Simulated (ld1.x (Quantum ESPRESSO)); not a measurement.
Which change was made? (P, TM)

phosphorus (P), norm-conserving Troullier–Martins (Kleinman–Bylander form), made with ld1.x (Quantum ESPRESSO) 7.5 (PBE, scalar-relativistic). Core [Ne], reference 3s2 3p3. Waves: 3p (bound): rc 1.45 bohr; 3d channel at 0.25 Ry: rc 1.40 bohr; 3s (bound): rc 1.45 bohr. Local part: the s channel. Core correction: a·sin(br)/r model core inside 1.05 bohr.

Cutoffs, loose and tight: the cutoffs (Ry, on a coarse ladder) from which the occupation-weighted sum of valence levels, in a spherical-Bessel basis at the reference potential, stays within 10 and 1 mRy of its value at 400 Ry. They do not see the model core or the augmentation charge, which bear on the density cutoff. Test errors are all-electron minus pseudo excitation energies from the reference, over the configurations 3s2 3p2; 3s2 3p1; 3s2 3p0; 3s0 3p5; 3s2 3p3.3; 3s1 3p4; 3s2 3p2.5; variants that change the core or the reference have their own tests.

The base gives: outcome: generated; cutoff, loose: 35 Ry; cutoff, tight: 55 Ry; bound ghosts: none; largest test error (meV): +66.

Problem. After one change the result is: outcome: generated; cutoff, loose: 100 Ry; cutoff, tight: 180 Ry; bound ghosts: none; largest test error (meV): +53. Which change was it?
A. wave 3p (bound): rc 1.45 bohr becomes 3p (bound): rc 1.24 bohr
B. wave 3p (bound): rc 1.45 bohr becomes 3p (bound): rc 0.94 bohr
C. wave 3p (bound): rc 1.45 bohr becomes 3p (bound): rc 1.88 bohr
D. wave 3p (bound): rc 1.45 bohr becomes 3p (bound): rc 1.38 bohr
E. wave 3p (bound): rc 1.45 bohr becomes 3p (bound): rc 1.12 bohr

Solution. E. The others give: wave 3p (bound): rc 1.45 bohr becomes 3p (bound): rc 1.24 bohr → outcome: generated; cutoff, loose: 70 Ry; cutoff, tight: 110 Ry; bound ghosts: none; largest test error (meV): +56 | wave 3p (bound): rc 1.45 bohr becomes 3p (bound): rc 1.88 bohr → outcome: generated; cutoff, loose: 21 Ry; cutoff, tight: 50 Ry; bound ghosts: none; largest test error (meV): +76 | wave 3p (bound): rc 1.45 bohr becomes 3p (bound): rc 0.94 bohr → outcome: generated; cutoff, loose: over 300 Ry; cutoff, tight: over 300 Ry; bound ghosts: none; largest test error (meV): +103 | wave 3p (bound): rc 1.45 bohr becomes 3p (bound): rc 1.38 bohr → outcome: generated; cutoff, loose: 45 Ry; cutoff, tight: 80 Ry; bound ghosts: none; largest test error (meV): +62.
